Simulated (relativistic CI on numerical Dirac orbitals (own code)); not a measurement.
# Hyperfine structure of Tl¹³⁺, mass number 203

Method of calculation: Dirac-Coulomb-Breit CI, KLI orbitals optimised for each configuration, a model potential for QED, unscaled Slater integrals (own radial code, finite nucleus).

Configurations in the expansion (outside the closed core [Kr] 4d10): 4f14 5s2 5p6, 4f14 5s2 5p5 5d, 4f14 5s 5p6 5d, 4f14 5s2 5p5 5f, 4f14 5s2 5p5 5g, 4f14 5s2 5p5 6s, 4f14 5s 5p6 5f, 4f13 5s2 5p6 5d, 4f14 5s2 5p5 6p, 4f14 5s 5p6 5g, 4f14 5p6 5d2, 4f14 5p5 5d3, 4f14 5p5 5d2 5f, 4f14 5p5 5d2 5g, 4f14 5p5 5d2 6s. Double excitations out of closed p, d and f shells are left out; levels of such configurations are missing from the list, as are those of other unlisted configurations, and high levels can miss mixing partners. These lack a partner that the ground configuration has and come out too high: 4f13 5s2 5p6 5d, 4f14 5s2 5p5 6p.

Nuclear spin I = 1/2, μ = 1.616 μN (tables of Stone and Pyykkö). The electronic factors are computed for point nuclear moments, without core polarisation or the Bohr-Weisskopf and QED corrections.

```tsv
Level	E (eV)	A (GHz)
4f14 5s2 5p5 5d 3P°_1	62.8409	19.58
4f14 5s2 5p5 5d 3F°_3	64.5948	29.51
4f14 5s2 5p5 5d 3D°_2	65.1082	27.34
4f14 5s2 5p5 5d 3F°_4	66.7022	19.93
4f14 5s2 5p5 5d 1D°_2	67.8917	10.26
4f14 5s2 5p5 5d 3D°_3	70.3109	17
4f14 5s2 5p5 5d 3D°_1	76.6410	-19.5
4f14 5s2 5p5 5d 3F°_2	88.0389	123.1
```

Levels with J = 0, under 50 % of one LS term, or S terms without an open s electron are left out. Small factors come from cancelling terms and can be off by tens of per cent or more.

At this charge energies of transitions that change n are usually good to better than 1 %, and those within a shell (Δn = 0) to a few per cent. Levels and lines within the n = 5 or 6 shells can be off by up to 10 % or somewhat more, and those that change n by about 2 %, since core polarisation is missing.

Task: Give the hyperfine levels of 4f14 5s2 5p5 5d 3F°_2 relative to its centre of gravity.

Result: With K = F(F + 1) − I(I + 1) − J(J + 1), E = AK/2: F = 3/2: -184.6, F = 5/2: 123.1 GHz.

LS names give the leading component of a level, which can be under half, so a name can repeat, a term be missing and a line seem to break the LS rules.
